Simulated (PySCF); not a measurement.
# CdI: frontier orbitals

BHandHLYP at R = 2.712 Å; PySCF, scalar-relativistic core potentials, basis sets Cd def2-TZVPP with ECP28, I def2-TZVPP with ECP28. State: ²Σ⁺ (doublet), unpaired electrons σ ↑. Only the outer orbitals are listed, counted within each symmetry, core potentials removing the inner ones.

```
spin  orbital  occ.  ε (eV)  on Cd (%)           main shells (%)
   α       8σ     1  -10.21         40           58 I p, 38 Cd s
   α       5π     1   -8.21          3                    97 I p
   α       5π     1   -8.21          3                    97 I p
   α       9σ     1   -6.98         72  53 Cd s, 28 I p, 18 Cd p
   α       6π     0   -0.52         98                   98 Cd p
   α       6π     0   -0.52         98                   98 Cd p
   α      10σ     0    1.02        104           94 Cd p, 9 Cd s
   β       8σ     1   -9.36         38           60 I p, 33 Cd s
   β       5π     1   -8.11          3                    97 I p
   β       5π     1   -8.11          3                    97 I p
   β       9σ     0   -3.14         78  65 Cd s, 22 I p, 12 Cd p
   β       6π     0   -0.18         98                   98 Cd p
   β       6π     0   -0.18         98                   98 Cd p
```

Problem. Which are the highest filled and the lowest empty level, where do they sit, and how wide is the gap?

Solution. Highest filled α 9σ at -6.98 eV (in %: 53 Cd s, 28 I p, 18 Cd p); lowest empty β 9σ at -3.14 eV (in %: 65 Cd s, 22 I p, 12 Cd p); the gap at BHandHLYP is 3.84 eV.

The bond order (Mayer) is 0.89 and the ⟨S²⟩ is 0.756. The charge on Cd (Mulliken, basis-dependent) is 0.38. The charge on Cd (Löwdin, basis-dependent) is 0.23 and the dipole moment (positive dipole means Cd(−)I(+)) is -3.36 D.

Shares are Mulliken populations and can fall outside 0 to 100 %.

Spin–orbit coupling is left out. The state is the lowest determinant that a PBE0 search found; another state may lie lower at other levels.
